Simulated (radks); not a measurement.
Results of a calculation; reference values are marked as such.
Neutral boron, 5 electrons, occupied as [He] 2s1.5 2p1 3s0.5 (fractional occupations, a model configuration). Code: a radial shooting solver on a logarithmic mesh with Libxc functionals. Model: non-relativistic Kohn-Sham, exchange-only B88, spin-polarised, spherical densities, point nucleus; open shells are filled with parallel spins first.

Normalised radial functions P(r) = r R(r), r in bohr:

r,1s down,2s up
0.01295,0.2537,0.0585
0.01673,0.3216,0.0741
0.02178,0.4083,0.0941
0.02814,0.5108,0.1176
0.03635,0.6333,0.1456
0.04695,0.7758,0.1780
0.06065,0.9361,0.2140
0.07897,1.1131,0.2529
0.102,1.2835,0.2883
0.1318,1.4334,0.3155
0.1702,1.5374,0.3256
0.2199,1.5665,0.3077
0.284,1.4964,0.2494
0.3698,1.3101,0.1367
0.4777,1.0365,-0.0264
0.6171,0.7190,-0.2318
0.7972,0.4223,-0.4519
1.03,0.2009,-0.6438
1.341,0.0709,-0.7542
1.732,0.0183,-0.7351
2.237,0.0031,-0.5982
2.89,0.0003,-0.3990
3.733,0.0000,-0.2121
4.861,0.0000,-0.0836
6.28,0.0000,-0.0246
8.112,0.0000,-0.0048
10.48,0.0000,-0.0006
13.54,0.0000,0.0000
17.63,0.0000,0.0000
22.77,0.0000,0.0000
29.41,0.0000,0.0000

1s down: eigenvalue -183.48 eV, 0 radial nodes, <r> = 0.329 bohr, 90 % of the charge inside 0.591 bohr. 2s up: eigenvalue -12.574 eV, 1 radial node at r = 0.461 bohr, <r> = 1.85 bohr, 90 % of the charge inside 2.92 bohr.
